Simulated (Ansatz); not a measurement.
Computed with Ansatz on PBE0-D4/def2-TZVP structures; ΔE is electronic, products minus reactants. CCSD(T)/CBS adds triple-zeta CCSD(T) − MP2 to the extrapolated MP2 energy (def2 sets, frozen cores). Functionals use def2-TZVPP. For Se outer-core shells are correlated without core-valence functions, which leaves a few kJ/mol of doubt a bond. Scalar relativity is left out up to krypton. One conformer a species, not always the lowest.

`CCCCC` + `[SiH3][SeH]` → `CC[Se][SiH3]` + propane  (substitution at a C–C bond)

```tsv
level	ΔE (kJ/mol)
BLYP-D4	-5.4
B97M-V	3.1
CAM-B3LYP-D4	4.1
BLYP	-4.5
CAM-B3LYP	4.6
CCSD/def2-SVP	17.7
SCS-MP2/def2-QZVPP	-1.9
MP2/CBS(def2)	-3.1
```

Q: What does CCSD(T)/CBS give? (An estimate is asked.)

A: The calculation gave: +1.2 kJ/mol. The listed levels differ from it by -6.6, 1.9, 2.9, -5.7, 3.4, 16.5, -3.1, -4.3 kJ/mol.

Largest T1 diagnostic among the species: 0.009.

Leaving LDA and LC-ωPBE aside and taking each functional with its dispersion term where it has one, the values spread over 9.5 kJ/mol, from BLYP-D4 to CAM-B3LYP-D4. LDA lies +10.5 kJ/mol from PBE without D4. At CCSD(T), def2-SVP lies +15.6 kJ/mol from the extrapolated value and def2-TZVPP +0.4 kJ/mol. In def2-TZVPP, CCSD(T) changes the Hartree–Fock value by −3.3 kJ/mol (the triples alone add −1.7 kJ/mol) and MP2 by −7.5 kJ/mol.
